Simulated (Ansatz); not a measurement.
A search over several starts for the lowest SCF solution of Mg₂Te₂ at the given spin, in a small basis.

```yaml
crystal:
  periodic: [false, false, false]
  atoms:
    - {symbol: Mg, position_ang: [1.361892, -0.371712, -0.802269]}
    - {symbol: Mg, position_ang: [-1.361904, 0.371702, 0.802246]}
    - {symbol: Te, position_ang: [-0.220401, -2.090013, 0.594212]}
    - {symbol: Te, position_ang: [0.220412, 2.090014, -0.594189]}
basis:
  gaussian: {orbitals: def2-SVP, initial_orbitals: start.molden}
magnetization: {spin_polarized: true, initial_magnetization: 2}
hamiltonian: {xc: pbe0, dispersion: d4}
output: {orbitals: {seedname: orbitals}}
```

The file start.molden holds the orbitals of an earlier run on this structure, at another level or in another basis.

```sh
$ ansatz run in.yaml --threads 4 --pin off --events-out ev --progress --plain --max-ram 4787MiB
```

Output, abridged:

```
Functional definition: PBE0
954 factors; integrals over basis functions are off by at most 1.6e-4 eV
mean field evaluation 1: about -25468.5953 eV, gradient 2.5e0 eV
mean field evaluation 2: about -25468.6275 eV, gradient 4.3e-2 eV
mean field evaluation 4: about -25468.8082 eV, gradient 2.4e-3 eV
mean field evaluation 8: about -25468.8082 eV, gradient 8.1e-5 eV
mean field evaluation 16: about -25468.6240 eV, gradient 5.4e-1 eV
mean field evaluation 32: about -25468.3065 eV, gradient 2.7e0 eV
mean field evaluation 64: about -25468.7258 eV, gradient 9.1e-1 eV
mean field -25468.80821400 eV, -935.9614384863 hartree, gradient 5.1e-6 eV, S^2 2.021285; 6 other end points of the search recorded, 0 dependent functions left out
reference -25468.80824573 eV, -935.9614396521 hartree; 37, 35 occupied and 51, 53 virtual orbitals, 954 factors
Total energy: -25468.95253046 eV, -935.9667420185 hartree
```

It took 9 s on 4 threads of Arm Neoverse V1 on a shared host.

In the def2 sets Te takes a core potential; there is no spin–orbit coupling. At PBE0-D4/def2-TZVP a singlet of charge 0 lies 1.65 eV below the triplet, each at its own geometry. The structure comes from a short search, and lower isomers may exist.
